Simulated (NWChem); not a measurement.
System: C$_{3}$H$_{4}$F$_{2}$; SMILES FC1(F)CC1

```xyz
9

F      0.0000    -1.0949     0.9480
C      0.0000     0.0000     0.1775
F      0.0000     1.0949     0.9480
C     -0.7671     0.0000    -1.0810
C      0.7671     0.0000    -1.0810
H     -1.2748     0.9258    -1.3626
H     -1.2748    -0.9258    -1.3626
H      1.2748     0.9258    -1.3626
H      1.2748    -0.9258    -1.3626
```
Atoms are numbered in this order, from 1.

All runs: NWChem. Pople sets run with spherical d functions. STO-3G and 3-21G are far too small for this property and stand as cheap habits. Coordinates come from a PBE0/def2-SVP optimisation. B3LYP is NWChem's, with the RPA form of VWN correlation. GIAO values for the isolated, static molecule; σ is the absolute isotropic shielding, δ = σ(reference) − σ with the isolated reference molecule computed at the same levels (13C: tetramethylsilane, 19F: trichlorofluoromethane, 1H: tetramethylsilane).

```tsv
level	δ F1 (ppm)	δ C2 (ppm)	δ C4 (ppm)	δ H6 (ppm)
B3LYP/6-31G*	?	?	11.0	1.01
B3LYP/6-311G**	-160.5	113.1	12.7	1.04
Hartree-Fock/STO-3G	-81.2	71.3	11.4	0.82
Hartree-Fock/6-31G*	-111.1	93.2	8.3	1.16
```

### Question
What belongs in the gaps?

### Answer

- B3LYP/6-31G*, δ F1 (ppm): -146.0
- B3LYP/6-31G*, δ C2 (ppm): 103.9
